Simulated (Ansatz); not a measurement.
Compare A (`C[C@H]1B[C@@H]1F`) with its isomer B (`B/C(C)=C/F`).

Isolated molecules relaxed with PBE0-D4/def2-TZVP in Ansatz; ΔE leaves out vibrations. CCSD(T)/CBS is the MP2 limit (def2-TZVPP, def2-QZVPP) plus CCSD(T) − MP2 in def2-TZVPP, frozen cores. Functionals use def2-TZVPP. B3LYP here is the variant with VWN-RPA as its local correlation; programs differ in this.

Which isomer does CCSD(T)/CBS put lower? Give the gap. (An estimate is asked.)

The calculation gave: B, by 26.0 kcal/mol.

Give E(B) − E(A) in kcal/mol with PBE0-D4, HF/def2-TZVPP, r2SCAN-D4, CCSD/def2-TZVPP, CCSD(T)/def2-TZVPP, B3LYP-D4, B3LYP. (An estimate is asked.)

Ansatz gave: PBE0-D4 -22.7, HF/def2-TZVPP -30.2, r2SCAN-D4 -24.7, CCSD/def2-TZVPP -26.4, CCSD(T)/def2-TZVPP -27.0, B3LYP-D4 -27.5, B3LYP -27.1. None reverses the order clearly.

Largest T1 diagnostic: 0.012.

In def2-TZVPP, CCSD(T) changes the Hartree–Fock value by +3.2 kcal/mol (the triples alone add −0.6 kcal/mol) and MP2 by +4.2 kcal/mol. From PBE to PBE0 (25 % exact exchange), in def2-TZVPP and without D4, E(B) − E(A) moves by +0.9 kcal/mol.
